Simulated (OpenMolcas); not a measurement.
## d2 ions of charge +3 down a group with 6 ammonia ligands in octahedral coordination

```yaml
Program: OpenMolcas 26.06
Method: CASSCF
Spin-orbit_coupling: state interaction with AMFI integrals over the reference wave functions
```

The d shell is active. Anionic complexes are neutralised by point charges behind the ligands. Distances were set from a Shannon-type radius of the metal (high-spin where two are listed, low-spin for CN, NH3 and NCH) plus a fixed donor radius (NH3 1.42 Å). Ligand basis ANO-RCC-VDZP, DKH2 Hamiltonian. Energies in cm-1 above the lowest state or level, χT in cm3 K/mol. Spin-only χT is S(S+1) / 2 for the spin of the ground state.

```json
{"Ion": "V3+", "Shell": "3d2", "R (Å)": "2.06", "Metal basis": "ANO-RCC-VTZP", "Ground state": "2S+1 = 3", "First state of that spin": "143.2", "First gap with spin-orbit (degeneracies)": "51.2 (2, 2)", "χT at 300 K": "0.921", "First state of another spin": "2S+1 = 1: 13394", "Spin-only χT": "1.000"}
{"Ion": "Nb3+", "Shell": "4d2", "R (Å)": "2.14", "Metal basis": "ANO-RCC-VTZP", "Ground state": "2S+1 = 3", "First state of that spin": "541.0", "First gap with spin-orbit (degeneracies)": "166.5 (2, 2)", "χT at 300 K": "0.578", "First state of another spin": "2S+1 = 1: 8988", "Spin-only χT": "1.000"}
{"Ion": "Ta3+", "Shell": "5d2", "R (Å)": "2.14", "Metal basis": "ANO-RCC-VTZP", "Ground state": "2S+1 = 3", "First state of that spin": "733.0", "First gap with spin-orbit (degeneracies)": "279.6 (2, 2)", "χT at 300 K": "0.253", "First state of another spin": "2S+1 = 1: 8302", "Spin-only χT": "1.000"}
```

χT departs most from the spin-only value for Ta3+, by -0.747 cm3 K/mol.

An orbital doublet at a regular site is open to a Jahn-Teller distortion, which this geometry leaves out. Without dynamic correlation the repulsion within the d shell is too large (B by tens of per cent), so at a given field states of lower spin stand too high. Ligand-to-metal charge-transfer states are missing. With no ligand orbital active B as a rule stays too high, so bands that hang on it stand too high and its fall with covalency is understated. With metal d orbitals alone the field can be off either way by tens of per cent. The least metal-like active orbital is 84 % on the metal (Löwdin) and no ligand orbital is active, so the numbers are rough (holds for V3+). The least metal-like active orbital is 74 % on the metal (Löwdin) and no ligand orbital is active, so the numbers are rough (holds for Nb3+). The least metal-like active orbital is 70 % on the metal (Löwdin) and no ligand orbital is active, so the numbers are rough (holds for Ta3+). No measured value stands beside these numbers; the geometry was imposed, not optimised, and the real ion may take another.

A state without a sure symmetry label is named by its multiplicity alone.
